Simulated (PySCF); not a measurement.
Correlation energy of Sb (antimony, neutral)

[Kr] 4d10 5s2 5p3, high-spin 4S determinant. Calculation: PySCF 2.14, in aug-cc-pVQZ-PP with ECP28MDF (7s7p5d3f2g, 92 functions); a scalar-relativistic core potential. Frozen: 4s2 4p6 4d10; 5 electrons correlated.

```tsv
level	correlation energy (mhartree)
CCSD	-77.32
(T)	-3.03
CCSD(T)	-80.35
```

Diagnostics: T1 = 0.0039, D1 = 0.0102, largest double amplitude 0.033.

**Question.** Is a single reference adequate?

**Answer.** Yes, within this model without spin-orbit coupling: T1 lies below 0.03 and no double amplitude reaches 0.07.
